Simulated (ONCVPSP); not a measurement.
Before and after: ONCV potential for cobalt (Co)

* Element: Co (Z = 27)
* Generator: ONCVPSP 4.0.1
* Type: optimised norm-conserving Vanderbilt (ONCV)
* Functional: LDA (Perdew-Zunger)
* Relativity: scalar-relativistic
* Frozen core: [Ne]
* Valence charge: 17
* Reference configuration: 3s2 3p6 3d7 4s2
* Partial waves: 3s+4s: rc 1.40 bohr, ncon 3, nbas 7, qcut 10.9 1/bohr, 2 projectors; 3p: rc 0.95 bohr, ncon 4, nbas 9, qcut 13.3 1/bohr, 2 projectors, debl 2.8 Ha; 3d: rc 1.30 bohr, ncon 4, nbas 8, qcut 10.4 1/bohr, 2 projectors, debl 2 Ha
* Local potential: polynomial inside 0.65 bohr (lpopt 5, dvloc0 2 Ha)
* Core correction: Teter function, fcfact 3, rcfact 1.75

Change: core correction Teter function, fcfact 3, rcfact 0.98.

Cutoffs: the cutoffs (Ha) at which the residual kinetic energy of the hardest occupied pseudo-wave falls to 1 and 0.1 mHa per electron; they do not see the model core or the augmentation charge, which bear on the density cutoff. Errors are all-electron minus pseudo energies relative to the spin-unpolarised reference configuration.

**Question.** Predict the effect on cutoff, ghosts and configuration errors.

**Answer.** The potential gets neither clearly harder nor softer (49 Ha and 70 Ha → 49 Ha and 70 Ha); of the 4 tests that both files solve, the error grows in 1 and shrinks in 0 by more than 15 % and 0.3 meV (median size 4.6 → 4.9 meV); neither file shows a bound ghost. A model core, the more so a compact one, raises the density cutoff, which this test does not measure.

| quantity | base | changed |
| --- | --- | --- |
| cutoff, loose | 49 Ha | 49 Ha |
| cutoff, tight | 70 Ha | 70 Ha |
| bound ghosts | none | none |
| GHOST(+) flags under 300 eV | none | none |
| error for 3s2 3p6 3d7 4s1, meV [ΔE 9.30 eV] | +0.2 | +0.2 |
| error for 3s2 3p6 3d7 4s0, meV [ΔE 26.38 eV] | +2.7 | +3.2 |
| error for 3s2 3p6 3d6 4s0, meV [ΔE 62.57 eV] | +6.4 | +6.7 |
| error for 3s1 3p6 3d7 4s2, meV [ΔE 109.99 eV] | -272 | -263 |
| s: phases at 1.42 bohr within 0.05 rad from the reference energy up to (Ha; the scan ends near 5) | to the end of the scan | to the end of the scan |
| p: phases at 0.96 bohr within 0.05 rad from the reference energy up to (Ha; the scan ends near 5) | to the end of the scan | to the end of the scan |
| d: phases at 1.32 bohr within 0.05 rad from the reference energy up to (Ha; the scan ends near 5) | to the end of the scan | to the end of the scan |
| rms error of d²Exc/dni dnj with the model core, mHa | 1.58 | 1.85 |
